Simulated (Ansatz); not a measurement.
Basis-set extrapolation for CH₅NOSi, SMILES `OC1N[SiH2]1` (PBE0-D4/def2-TZVP geometry, frozen core, Ansatz 0.2.0). Multiplicity 1, RHF reference.

|  | def2-TZVPP | def2-QZVPP |
| --- | --- | --- |
| HF | -459.051390 | -459.068798 |
| MP2 correlation | -0.737318 | -0.791663 |
| CCSD(T) correlation | -0.796532 | not run |

Energies in hartree. Use E(X) = E(∞) + A·exp(−7.88·√X) for Hartree–Fock and E(X) = E(∞) + B·X^(−2.97) for correlation, with X = 3 and 4, and add CCSD(T) minus MP2 of the smaller set to the MP2 limit.

Question: What is the CCSD(T) energy at the basis-set limit?

Answer: HF limit: -459.068798 + (-0.017408) × 0.13774 = -459.07120. MP2 limit: -0.791663 + (-0.054345) × 0.74074 = -0.83192. Higher-order term: -0.796532 − (-0.737318) = -0.05921. Total: -459.96233 hartree, 71.8 kcal/mol below CCSD(T)/def2-TZVPP.
